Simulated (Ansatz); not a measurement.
Two isomers of C4H6F4: A = `CC(F)(CF)C(F)F`, B = `CC(F)(F)CC(F)F`.

Calculated with Ansatz (gas phase, PBE0-D4/def2-TZVP geometries, no zero-point term in ΔE). CCSD(T)/CBS is the MP2 limit (def2-TZVPP, def2-QZVPP) plus CCSD(T) − MP2 in def2-TZVPP, frozen cores. Functionals use def2-TZVPP. One conformer a species, not always the lowest.

Which isomer does CCSD(T)/CBS put lower? Give the gap. (An estimate is asked.)

Computed: B, by 50.1 kJ/mol.

Give E(B) − E(A) in kJ/mol with MP2/def2-TZVPP, r2SCAN-D4, LDA (SPW92), BLYP-D4, B2PLYP, PBE-D4, CCSD(T)/def2-SVP. (Estimate.)

The calculation gave: MP2/def2-TZVPP -51.2, r2SCAN-D4 -54.2, LDA (SPW92) -56.6, BLYP-D4 -48.9, B2PLYP -51.7, PBE-D4 -52.7, CCSD(T)/def2-SVP -51.9. None reverses the order clearly.

Does the order hold for the free energy at 298.15 K (harmonic terms from PBE0-D4)? (An estimate is asked.)

Ansatz gave: Yes: G(B) − G(A) = -51.1 kJ/mol, for one conformer each. Modes under 60 cm⁻¹, often nearly free rotors, make the harmonic entropy too high.

Largest T1 diagnostic: 0.011.

Leaving LDA and LC-ωPBE aside and taking each functional with its dispersion term where it has one, the values, not all of them listed here, spread over 5.8 kJ/mol, from r2SCAN0-D4 to BLYP-D4.
